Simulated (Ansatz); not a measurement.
Total energies of C3H8AlClO (`CC(C)[O][AlH][Cl]`).

```csv
atom,x (Å),y (Å),z (Å)
C1,-0.486,0.048,-1.580
C2,-0.296,0.206,-0.085
C3,-1.474,-0.333,0.700
O4,0.872,-0.486,0.306
Al5,2.345,-0.074,0.985
Cl6,2.724,1.940,1.435
H7,-0.589,-1.009,-1.836
H8,0.370,0.452,-2.124
H9,-1.383,0.576,-1.914
H10,-0.180,1.275,0.144
H11,-1.603,-1.400,0.500
H12,-2.395,0.186,0.423
H13,-1.317,-0.202,1.773
H14,3.412,-1.180,1.273
```

The species carries charge 0 and has multiplicity 1. The geometry is a stationary point of PBE0-D4/def2-TZVP. It is one conformer, not always the lowest. Basis def2-TZVPP, Ansatz 0.2.0.

RPA on PBE orbitals: Hartree–Fock energy of these orbitals -894.70578 Eh, correlation -1.69812 Eh (frozen core).

```
 functional  energy without D4 (Eh)  D4 term (kJ/mol)
LDA (SPW92)              -892.99918                 –
     B2PLYP              -896.80388                 –
```

Give the same for PBE, revPBE, BLYP, r2SCAN, B97M-V, PBE0, B3LYP, r2SCANh, r2SCAN0, HSE06 (plane-wave form), BHLYP, CAM-B3LYP, LC-ωPBE, ωB97X-V, ωB97M-V, PBE-QIDH. (Best estimate.)

Computed: 
| functional | energy without D4 (Eh) | D4 term (kJ/mol) |
| --- | --- | --- |
| PBE | -896.62967 | -29.5 |
| revPBE | -897.00133 | -90.0 |
| BLYP | -897.12447 | -63.9 |
| r2SCAN | -897.04283 | -7.8 |
| B97M-V | -897.01937 | – |
| PBE0 | -896.71449 | -25.2 |
| B3LYP | -897.25708 | -47.0 |
| r2SCANh | -897.03133 | -8.3 |
| r2SCAN0 | -897.01537 | -9.1 |
| HSE06 (plane-wave form) | -896.68970 | -23.5 |
| BHLYP | -897.10311 | -35.4 |
| CAM-B3LYP | -897.14008 | -25.6 |
| LC-ωPBE | -896.88689 | – |
| ωB97X-V | -897.04668 | – |
| ωB97M-V | -897.08178 | – |
| PBE-QIDH | -896.52232 | – |

B3LYP takes the VWN-RPA correlation (the form of Gaussian; ORCA's B3LYP/G). HSE06 is the plane-wave form, built on full-range PBE exchange. The double hybrids freeze the cores in their second-order part.

LC-ωPBE has ω = 0.4 bohr⁻¹.
